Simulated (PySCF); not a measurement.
## Cl (chlorine, neutral) across methods

[Ne] 3s2 3p5, 2P determinant. All numbers are calculated (PySCF 2.14, scalar relativity by spin-free X2C-1e, in aug-cc-pVDZ-DK). The B2PLYP total includes its PT2 part (frozen core); its orbital energies are those of the SCF part.

| method | E (hartree) | mean ε 3s β (eV) | mean ε 3p α (eV) | mean ε 3p β (eV) | Σ⟨r²⟩ (bohr²) | ⟨S²⟩ |
| --- | --- | --- | --- | --- | --- | --- |
| UHF | -460.88006 | -27.818 | -14.391 | -13.030 | 27.69 | 0.757 |
| MN15 | -461.6209 | -22.599 | -11.228 | -10.328 | 27.39 | 0.751 |
| B2PLYP | -461.4202 | -24.382 | -11.947 | -10.854 | 27.70 | 0.754 |
| PBE0 | -461.4096 | -22.279 | -10.573 | -9.562 | 27.60 | 0.753 |
| PBE | -461.3730 | -20.061 | -9.014 | -8.087 | 27.78 | 0.752 |
| LDA | -460.0414 | -20.180 | -9.084 | -8.158 | 27.86 | 0.751 |
| M06 | -461.5445 | -22.246 | -10.499 | -9.394 | 27.62 | 0.752 |
| M06-L | -461.5426 | -20.724 | -9.484 | -8.319 | 27.45 | 0.753 |

Question: Estimate the same row for r2SCAN.

Answer: E (hartree) = -461.5263; mean ε 3s β (eV) = -20.592; mean ε 3p α (eV) = -9.482; mean ε 3p β (eV) = -8.430; Σ⟨r²⟩ (bohr²) = 27.58; ⟨S²⟩ = 0.754.
